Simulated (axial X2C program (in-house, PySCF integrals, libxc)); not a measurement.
**MoN: properties at the nuclei**

Calculated with an axial X2C code built on PySCF integrals: two-component X2C with atomic mean-field Coulomb and Gaunt terms, Gaussian nuclei, basis Mo dyall-cv3z, N dyall-av3z with contracted cores.

R = 1.612 Å (near the PBE0 minimum at charge 0 of the determinant lowest at the starting distance; the state shown can have its own minimum elsewhere).

Input and command:
```json
{"zs": [42, 7], "q": 0, "bas": ["dyall-cv3z", "dyall-av3z"], "r0": 1.81, "levels": ["PBE0", "HF", "LDA", "PBE50", "r2SCAN"], "nst": 3}
```
```bash
python soeom.py task.json out
```

Keys: zs atomic numbers; q charge; bas basis sets; r0 starting distance in Å; levels methods; nst determinants followed.

Determinant lowest in the PBE0 search, Ω = 3/2 (⟨Sz⟩ = 1.50, ⟨Lz⟩ = 0.00 at PBE0), spin on the atoms Mo 1.69, N -0.19:

```json
{"level": "PBE0", "Eeff magnitude (GV/cm)": "3.25", "Ws magnitude Mo (kHz)": "1.04", "A∥/gI Mo (MHz)": "1280", "qzz Mo (a.u.)": "-0.09", "A∥/gI N (MHz)": "12.1", "qzz N (a.u.)": "-0.53", "μ (D)": "-3.16"}
{"level": "HF", "Eeff magnitude (GV/cm)": "6.44", "Ws magnitude Mo (kHz)": "2.04", "A∥/gI Mo (MHz)": "634", "qzz Mo (a.u.)": "-0.09", "A∥/gI N (MHz)": "-33.9", "qzz N (a.u.)": "-0.63", "μ (D)": "-2.44"}
{"level": "LDA", "Eeff magnitude (GV/cm)": "2.84", "Ws magnitude Mo (kHz)": "0.906", "A∥/gI Mo (MHz)": "1460", "qzz Mo (a.u.)": "-0.56", "A∥/gI N (MHz)": "16.2", "qzz N (a.u.)": "-0.52", "μ (D)": "-2.95"}
{"level": "PBE50", "Eeff magnitude (GV/cm)": "3.81", "Ws magnitude Mo (kHz)": "1.21", "A∥/gI Mo (MHz)": "1200", "qzz Mo (a.u.)": "0.17", "A∥/gI N (MHz)": "8.09", "qzz N (a.u.)": "-0.55", "μ (D)": "-3.30"}
{"level": "r2SCAN", "Eeff magnitude (GV/cm)": "3.54", "Ws magnitude Mo (kHz)": "1.14", "A∥/gI Mo (MHz)": "1290", "qzz Mo (a.u.)": "-0.26", "A∥/gI N (MHz)": "8.37", "qzz N (a.u.)": "-0.52", "μ (D)": "-3.06"}
```

Determinant 1.22 eV from it at PBE0 and this distance, Ω = 1/2 (⟨Sz⟩ = 0.50, ⟨Lz⟩ = 0.00 at PBE0), spin on the atoms Mo 0.51, N -0.01:

| level | Eeff magnitude (GV/cm) | Ws magnitude Mo (kHz) | A∥/gI Mo (MHz) | qzz Mo (a.u.) | A∥/gI N (MHz) | qzz N (a.u.) | μ (D) |
| --- | --- | --- | --- | --- | --- | --- | --- |
| PBE0 | 2.53 | 2.45 | 5030 | -0.17 | 42.3 | -0.49 | -2.93 |
| HF | 4.96 | 4.74 | 3550 | 0.34 | -5.29 | -0.53 | -2.52 |
| LDA | 2.38 | 2.29 | 5320 | -0.65 | 51.6 | -0.50 | -2.79 |
| PBE50 | 2.82 | 2.72 | 4920 | 0.20 | 37.3 | -0.49 | -3.10 |
| r2SCAN | 2.65 | 2.56 | 5130 | -0.46 | 46.2 | -0.47 | -2.74 |

Eeff is the effective electric field on the electron electric dipole moment in this Ω state and Ws the scalar–pseudoscalar constant of the nucleus named (defined with the proton number Z and per Ω); A∥ (defined per Ω) follows by multiplying with gI = μI/(I μN); qzz is the electric field gradient, eQq0 = 234.96 MHz × Q/barn × qzz; μ is positive if the N end (last atom) is positive. The operators were transformed with the bare-nucleus X2C matrices; with these basis sets, hyperfine constants and field gradients can be off by tens of per cent, and where levels differ in sign neither size nor sign is settled.

With Q(14N) = 0.02044 barn (Q from Pyykkö, Mol. Phys. 2018), turn the PBE0 values of the first state into constants in MHz.

eQq0(14N) = 234.96 × (0.02044) × (-0.53) = -2.55 MHz.

Each state is one determinant with collinear spin, which with several unpaired electrons need not be a pure state. Unrestricted Hartree–Fock can overshoot spin polarisation at the nuclei. This is the top spin component of a Σ state; components of lower Ω are not single determinants and can lie lower. With several open shells hyperfine constants can be off by a factor of several. Where Eeff spreads by more than a factor of two the levels disagree and none is to be relied on. The search compared states at one distance, so a state with another bond length can lie lower. Further determinants of the search, some of them spin-mixed, are not shown. Where a field gradient or hyperfine factor spreads by more than a factor of two over the levels, a constant derived from it is not to be relied on. PBE0 term energies can be off by some tenths of an eV.
